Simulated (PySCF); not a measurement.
An unknown shows these calculated signals:

¹H NMR (400 MHz, computed): δ 6.28 (m, 1H), 5.93 (m, 2H), 5.79 (m, 1H), 5.59 (m, 2H), 5.38 (m, 2H), 4.05 (m, 1H).

¹³C{¹H} NMR (computed): δ 154.2 (CH), 145.6 (CH), 132.8 (C), 125.0 (CH), 123.0 (CH2), 59.1 (CH).

How the numbers were obtained: geometry: GFN2-xTB, PBE0/pcSseg-1 with gauge-including orbitals, in PySCF 2.14 (relativity neglected, averaged over atoms made equivalent by symmetry, fast rotation or ring inversion, a single conformation, gas phase).

Scale: TMS for ¹H and ¹³C (reference shieldings calculated alike).

Which of these does the molecule contain: a nitrile, an OH group, a non-aromatic C=C double bond, a vinyl group CH=CH2, a CF3 group, a carboxylic acid?

Results:


- A nitrile: no.
- An OH group: no.
- A non-aromatic C=C double bond: yes.
- A vinyl group CH=CH2: yes (δC 123.0, 145.6; δH 5.59 (m), 5.38 (m), 5.93 (m)).
- A CF3 group: yes (δC 132.8).
- A carboxylic acid: no.

The data belong to SMILES C=CC(C=C)/C=C\C(F)(F)F, C8H9F3; they needn't prove each group on their own.

Carbon signals by region: 5 in the sp2 and nitrile region (100–160 ppm), 1 at 50–100 ppm.

Splittings by ¹⁹F in the carbon and heteronuclear signals aren't shown, as no couplings were computed. Shifts are as computed. Against solution values, carbons near 30 ppm lie about +3 ppm off and those near 130 ppm about +5 ppm. Of 1211 compounds with measured shifts, 218 miss one by over three times the rms of a fit or turn the order of signals round; such compounds aren't used in these exercises. Multiplicities follow the n + 1 count of equivalent neighbours, as no J values were calculated; m marks all less simple cases, F and P coupling included.
